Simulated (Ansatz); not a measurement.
A nudged elastic band was laid between two geometries of AlFH4N2 + H2 (10 atoms, charge 0, multiplicity 1).

The calculation used Ansatz 0.2.0, RKS PBE0-D4/def2-SVP.

* movable images: 5
* climbing image: yes
* spring: 5.0 eV/Å²
* optimiser: quadratic models (default)
* start path: through a guess of the saddle point
* force threshold: 0.05 eV/Å
* iteration limit: 60
* end points: relaxed

First end point:

```xyz
10
Properties=species:S:1:pos:R:3
Al -0.148 -0.474 -0.121
F 0.370 -1.890 0.604
N 0.716 0.089 -1.553
N -1.616 0.285 0.501
H 1.463 -0.153 1.671
H 1.437 0.601 1.557
H 1.531 -0.373 -1.939
H 0.463 0.884 -2.126
H -2.076 1.098 0.112
H -2.140 -0.066 1.293
```

Last end point:

```xyz
10
Properties=species:S:1:pos:R:3
Al 0.119 0.138 0.150
F 0.832 -1.698 0.778
N 0.732 0.199 -1.515
N -1.590 0.422 0.525
H 1.200 -1.020 1.387
H 1.099 0.413 1.459
H 1.567 -0.261 -1.858
H 0.338 0.784 -2.242
H -2.368 0.273 -0.107
H -1.930 0.750 1.422
```

Q: What changes between the two ends?

A: Bonds broken: H5–H6. Bonds formed: Al1–H6, F2–H5. AlFH4N2 + H2 becomes AlFH6N2.

Q: Give the energies along the band, and the barrier.

A: The run converged. The highest image is number 5 of 0 to 6, 30.3 kcal/mol above the first end and 0.0 kcal/mol above the last; the last end lies 30.3 kcal/mol above the first. The top lies less than 8 meV above the higher end, about what the thresholds resolve: that end is a shoulder or a very shallow well. A vibrational analysis at the climbing image gives one clearly imaginary mode, 110i cm⁻¹: a first-order saddle point. The orbitals stay closed-shell, which can raise the energy where a bond breaks towards radicals; this wasn't checked here.

```tsv
image	path coordinate (Å)	energy (kcal/mol)	H5–H6 (Å)	Al1–H6 (Å)	F2–H5 (Å)
0	0.00	0.0	0.76	2.55	2.31
1	0.50	0.1	0.76	2.44	2.31
2	1.01	1.2	0.77	2.35	2.17
3	1.51	4.4	0.77	2.18	1.91
4	2.01	18.5	0.88	1.87	1.44
5	2.52	30.3	1.35	1.67	1.00
6	2.65	30.3	1.44	1.66	0.98
```

Q: What is the geometry of the highest image?

A: 
```xyz
10
Properties=species:S:1:pos:R:3:forces:R:3
Al 0.110 0.111 0.138 -0.01 -0.03 0.01
F 0.828 -1.685 0.761 0.01 -0.01 -0.02
N 0.735 0.193 -1.522 0.01 0.00 0.02
N -1.591 0.422 0.528 0.00 0.01 0.03
H 1.182 -0.973 1.371 -0.03 0.01 -0.01
H 1.080 0.374 1.478 0.02 0.02 -0.02
H 1.542 -0.310 -1.871 0.00 0.00 0.00
H 0.406 0.844 -2.224 -0.01 -0.01 0.01
H -2.379 0.286 -0.094 0.01 0.00 -0.01
H -1.914 0.739 1.434 0.00 -0.01 -0.01
```

Run time: 4.2 min on 2 threads of Intel(R) Xeon(R) 6975P-C (Granite Rapids), with other jobs on the host, peak memory 0.19 GiB.
